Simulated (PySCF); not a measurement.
C₃H₅Cl₂F.

```xyz
11

C     -2.3040     0.3278     0.0823
C     -0.9298     0.3550     0.7066
F     -0.7370    -0.7827     1.4406
C      0.1969     0.4972    -0.3091
Cl     1.7614     0.6358     0.5191
Cl     0.2138    -0.8493    -1.4685
H     -2.3965    -0.5334    -0.5936
H     -3.0597     0.2404     0.8749
H     -2.4980     1.2500    -0.4846
H     -0.8318     1.2198     1.3883
H      0.0609     1.4180    -0.8906
```
Charge 0, spin multiplicity 1.

Coordinates come from a PBE0-D3(BJ)/def2-SVP optimisation. The structure was generated by enumeration; whether it is a known compound was not checked. Other conformers were not sampled.

Method: PBE0/pcSseg-1 run with PySCF. Non-relativistic, no solvent.

Give the absolute GIAO shielding of each atom: isotropic value and principal components (ppm). (An estimate is asked for; the answer gives what the named calculation found.)


```json
[
 {"atom": "C1", "σ(iso)": "164.7", "σ11": "149.0", "σ22": "160.4", "σ33": "184.7", "span": "35.7"},
 {"atom": "C2", "σ(iso)": "92.0", "σ11": "70.6", "σ22": "86.2", "σ33": "119.2", "span": "48.7"},
 {"atom": "F3", "σ(iso)": "386.9", "σ11": "356.8", "σ22": "385.3", "σ33": "418.5", "span": "61.7"},
 {"atom": "C4", "σ(iso)": "97.7", "σ11": "57.8", "σ22": "115.7", "σ33": "119.5", "span": "61.8"},
 {"atom": "Cl5", "σ(iso)": "685.2", "σ11": "361.3", "σ22": "662.6", "σ33": "1031.7", "span": "670.5"},
 {"atom": "Cl6", "σ(iso)": "743.0", "σ11": "481.4", "σ22": "716.5", "σ33": "1030.9", "span": "549.5"},
 {"atom": "H7", "σ(iso)": "29.5", "σ11": "24.9", "σ22": "30.3", "σ33": "33.2", "span": "8.3"},
 {"atom": "H8", "σ(iso)": "29.7", "σ11": "25.5", "σ22": "27.0", "σ33": "36.6", "span": "11.1"},
 {"atom": "H9", "σ(iso)": "30.6", "σ11": "26.2", "σ22": "28.2", "σ33": "37.2", "span": "11.0"},
 {"atom": "H10", "σ(iso)": "26.8", "σ11": "24.1", "σ22": "26.2", "σ33": "29.9", "span": "5.8"},
 {"atom": "H11", "σ(iso)": "26.0", "σ11": "21.6", "σ22": "26.3", "σ33": "30.0", "span": "8.4"}
]
```
